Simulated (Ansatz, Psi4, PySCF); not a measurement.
System: C2H9N2Si (charge 0, doublet). SMILES: C[Si](C)([NH])N
Geometry from a B3LYP-D3(BJ)/def2-TZVP (Ansatz, a program for electronic structure) optimisation:
```xyz
14

C     -1.4690    -0.4892    -1.0046
Si    -0.0090     0.0051     0.0629
C      1.6415    -0.3084    -0.7705
N      0.0108    -0.9390     1.5518
N     -0.1492     1.6944     0.3631
H     -1.4228    -1.5475    -1.2686
H     -2.4156    -0.3180    -0.4869
H     -1.4806     0.0931    -1.9282
H      1.7841    -1.3672    -0.9941
H      2.4695     0.0132    -0.1357
H      1.6938     0.2524    -1.7062
H     -0.0950    -1.9458     1.3991
H     -1.0502     2.0767     0.6079
H      0.5773     2.1688     0.8785
```
Charge 0, spin multiplicity 2.

Wanted: atomisation energy, in kcal/mol. Conventions: frozen cores in correlated levels; atomisation electronic, to ground-state atoms; six Cartesian d functions in 6-31G* and its kin unless marked 5d; spin-orbit terms left out; 6-311+G** with 5d, 6d on Na to Ar in Ansatz; dispersion terms only where a functional's name holds one; open shells spin-unrestricted; non-relativistic; LANL2DZ with its own core potentials from Na on. CBS(X,Y): correlation extrapolated as X^-3; Hartree-Fock from the larger set. Ab initio and DFT rows: single points at B3LYP-D3(BJ) geometries (Ansatz).

Coupled cluster (Ansatz) is a level with limits of its own, used here on species with T1 under 0.025 (0.045 for open shells) and stable references: CCSD(T)/CBS(cc-pV(T+d)Z,cc-pV(Q+d)Z).

Value to compare with, CCSD(T)/CBS(cc-pV(T+d)Z,cc-pV(Q+d)Z) (Ansatz): 1209.2 kcal/mol.

```csv
level,program,atomisation energy (kcal/mol),difference
HF/LANL2DZ,Ansatz,799.2,-410.0
PBE/LANL2DZ,Ansatz,1178.0,-31.2
PBE/6-311+G**,Ansatz,1210.0,0.8
BLYP/6-31G*,Ansatz,1180.7,-28.5
B3LYP/6-31G,Ansatz,1134.9,-74.3
B3LYP/6-31G*,Ansatz,1186.9,-22.3
B3LYP/6-31+G*,Ansatz,1184.6,-24.6
B3LYP/def2-SVP,Ansatz,1195.6,-13.6
M06-2X/6-311+G**,PySCF,1194.4,-14.8
wB97X-D/6-31G*,Psi4,1192.9,-16.3
MP2/STO-3G,Ansatz,1159.6,-49.6
MP2/3-21G,Ansatz,993.8,-215.4
MP2/LANL2DZ,Ansatz,991.4,-217.8
MP2/6-31G*,Ansatz,1075.6,-133.6
B3LYP-D3(BJ)/def2-TZVPD,Ansatz + dftd3,1216.3,7.1
PBE0/def2-TZVPD,Ansatz,1204.8,-4.4
```

Among the 14 habitual levels, HF/LANL2DZ lies farthest from CCSD(T)/CBS(cc-pV(T+d)Z,cc-pV(Q+d)Z) (Ansatz) (-410.0 kcal/mol) and PBE/6-311+G** nearest (0.8); 1 of 14 lie above it, and their mean absolute difference is 89.5 kcal/mol, the median 29.9. One case shows no general order.

The levels are drawn from those run, B3LYP/6-31G* more often than the rest, none by its result; left out are runs that failed, that the program found above a lower state of the same kind, or whose <S^2> lies over 0.5 above the pure value.
